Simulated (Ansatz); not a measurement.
C2H10N2Si can be A, `CN[SiH2]NC`, or B, `CN[SiH](C)N`.

Isolated molecules relaxed with PBE0-D4/def2-TZVP in Ansatz; ΔE leaves out vibrations. CBS: MP2 limit from def2 TZ/QZ plus the TZ coupled-cluster correction, frozen cores. DFT in def2-TZVPP. B3LYP here is the variant with VWN-RPA as its local correlation; programs differ in this. Each species was taken in one conformer, which may not be the lowest.

Question: Which is lower in electronic energy at CCSD(T)/CBS, and by how much? (Best estimate.)

Answer: The calculation gave: B, by 21.2 kcal/mol.

Question: Give E(B) − E(A) in kcal/mol with CCSD(T)/def2-TZVPP, PBE0-D4, r2SCAN-D4, ωB97M-V, B3LYP-D4, B2PLYP, MP2/def2-TZVPP. (Best estimate.)

Answer: The calculation gave: CCSD(T)/def2-TZVPP -20.6, PBE0-D4 -20.6, r2SCAN-D4 -21.6, ωB97M-V -21.2, B3LYP-D4 -20.0, B2PLYP -20.2, MP2/def2-TZVPP -21.5. None reverses the order clearly.

Largest T1 diagnostic: 0.010.

In def2-TZVPP, CCSD(T) changes the Hartree–Fock value by −1.9 kcal/mol (the triples alone add −0.2 kcal/mol) and MP2 by −2.9 kcal/mol.
